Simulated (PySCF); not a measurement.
SnSe⁺: energy against distance

Set-up: Sn aug-cc-pVDZ-PP with ECP28, Se aug-cc-pVDZ-PP with ECP10; scalar-relativistic core potentials (PySCF 2.14). Energies in eV from Sn⁺ + Se in their ground configurations at the same level. State: ²Π (doublet), unpaired electrons π ↑.

All columns are PBE0. A positive dipole points towards Se; it is taken about the centre of mass and depends on that origin.

| R (Å) | E (eV) | μ (D) | Mulliken charge on Sn (basis-dependent) | HOMO (eV) | LUMO (eV) | Mayer bond order | ⟨S²⟩ |
| --- | --- | --- | --- | --- | --- | --- | --- |
| 2.161 | -1.835 | -0.98 | 0.91 | -13.37 | -11.68 | 1.52 | 0.75 |
| 2.262 | -2.489 | -1.47 | 0.97 | -13.40 | -11.31 | 1.49 | 0.75 |
| 2.362 | -2.842 | -1.96 | 1.02 | -13.18 | -10.97 | 1.46 | 0.76 |
| 2.438 | -2.965 | -2.32 | 1.05 | -12.93 | -10.74 | 1.44 | 0.76 |
| 2.513 | -2.997 | -2.67 | 1.07 | -12.69 | -10.52 | 1.43 | 0.76 |
| 2.588 | -2.960 | -3.01 | 1.09 | -12.46 | -10.33 | 1.42 | 0.76 |
| 2.689 | -2.833 | -3.44 | 1.09 | -12.18 | -10.10 | 1.42 | 0.77 |
| 2.815 | -2.592 | -3.91 | 1.09 | -11.86 | -9.86 | 1.42 | 0.78 |
| 2.965 | -2.242 | -4.29 | 1.06 | -11.52 | -9.65 | 1.41 | 0.85 |
| 3.166 | -1.765 | -4.22 | 0.99 | -11.16 | -9.45 | 1.34 | 1.09 |

A fit through these points gives, at Re = 2.507 Å, μ = -2.64 D and dμ/dR = -4.61 D/Å; the reduced mass is 47.95 u.

How strong is the fundamental in the double-harmonic approximation, I = 42.26·(dμ/dR)²/μred km/mol?

I = 42.26·(-4.61)²/47.95 = 18.7 km/mol at PBE0.

⟨S²⟩ of the unrestricted solution departs from its pure value on part of the curve, where spin states mix. Spin–orbit coupling is left out, which matters for elements this heavy, above all for dissociation energies. For an ion De counts to the pair picked by the measured ionisation energies or electron affinities, which need not be the lowest pair at this level. The state is the lowest determinant that a PBE0 search found; another state may lie lower at other levels.
